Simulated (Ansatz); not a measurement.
CH8BFSi2 (`BC(F)[SiH2][SiH3]`). The species carries charge 0 and has multiplicity 1. Geometry: relaxed with PBE0-D4/def2-TZVP. It is one conformer, not always the lowest.

```xyz
13

B    -0.141   -1.999   -0.226
C     1.056   -1.073   -0.182
F     2.186   -1.493    0.501
Si    0.133    0.300    0.875
Si   -0.735    1.973   -0.505
H    -1.069   -1.655   -0.903
H    -0.214   -2.964    0.472
H     1.362   -0.566   -1.102
H     1.151    0.805    1.830
H    -0.969   -0.329    1.662
H     0.362    2.577   -1.307
H    -1.379    3.033    0.315
H    -1.744    1.390   -1.429
```

What is the dipole moment at PBE/def2-TZVPP? (Best estimate.)

Computed: 1.67 D, with components (-0.73, 1.37, -0.63) D in this frame, pointing from negative to positive charge.

And with r2SCAN, B3LYP, ωB97M-V? (An estimate is asked.)

The calculation gave: r2SCAN 1.70 D, B3LYP 1.77 D, ωB97M-V 1.77 D.

Give the Mulliken charges with PBE, B3LYP, ωB97M-V in def2-TZVPP. (Best estimate.)

Ansatz gave: 
```json
{"atom": "B1", "PBE": "-0.19", "B3LYP": "-0.19", "ωB97M-V": "-0.28"}
{"atom": "C2", "PBE": "0.14", "B3LYP": "0.13", "ωB97M-V": "0.07"}
{"atom": "F3", "PBE": "-0.19", "B3LYP": "-0.24", "ωB97M-V": "-0.22"}
{"atom": "Si4", "PBE": "0.14", "B3LYP": "0.19", "ωB97M-V": "0.11"}
{"atom": "Si5", "PBE": "0.09", "B3LYP": "0.14", "ωB97M-V": "0.03"}
{"atom": "H6", "PBE": "0.04", "B3LYP": "0.05", "ωB97M-V": "0.09"}
{"atom": "H7", "PBE": "0.03", "B3LYP": "0.05", "ωB97M-V": "0.10"}
{"atom": "H8", "PBE": "0.10", "B3LYP": "0.10", "ωB97M-V": "0.12"}
{"atom": "H9", "PBE": "-0.03", "B3LYP": "-0.04", "ωB97M-V": "0.01"}
{"atom": "H10", "PBE": "-0.03", "B3LYP": "-0.05", "ωB97M-V": "0.00"}
{"atom": "H11", "PBE": "-0.03", "B3LYP": "-0.05", "ωB97M-V": "-0.01"}
{"atom": "H12", "PBE": "-0.04", "B3LYP": "-0.05", "ωB97M-V": "-0.01"}
{"atom": "H13", "PBE": "-0.03", "B3LYP": "-0.05", "ωB97M-V": "-0.01"}
```

B3LYP here is the variant with VWN-RPA as its local correlation; programs differ in this.
